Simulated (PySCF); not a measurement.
hydrogen sulfate (HO4S), SMILES O=S(=O)([O-])O, charge -1.

Geometry optimised at B3LYP-D3(BJ)/def2-SVPD. The values are those of a single conformer.

Two levels are set side by side: PBE/def2-SVPD (PySCF) and HF/def2-SVPD (PySCF). Same geometry, gas phase. Differences are taken from unrounded values.

```tsv
quantity	PBE
orbital gap (eV)	4.52
highest occupied level (eV)	-1.09
lowest empty level (eV)	3.43
mean polarisability (bohr³)	46.9
```

Question: These are the PBE values. What does HF give? (An estimate is asked for; the answer gives what the named calculation found.)

Answer: 
```json
[
 {"quantity": "orbital gap (eV)", "HF": "12.71", "PBE minus HF": "-8.19"},
 {"quantity": "highest occupied level (eV)", "HF": "-7.07", "PBE minus HF": "5.98"},
 {"quantity": "lowest empty level (eV)", "HF": "5.63", "PBE minus HF": "-2.21"},
 {"quantity": "mean polarisability (bohr³)", "HF": "37.4", "PBE minus HF": "9.5"}
]
```

Without exact exchange PBE keeps part of each electron's self-repulsion, which lifts occupied levels and narrows the gap. PBE's more diffuse valence density responds more strongly to a field. Differences between two approximate levels are no errors against the true value.

Rough cost on one machine, each run with all the roots and properties that it gave: HF against PBE about 1/4.
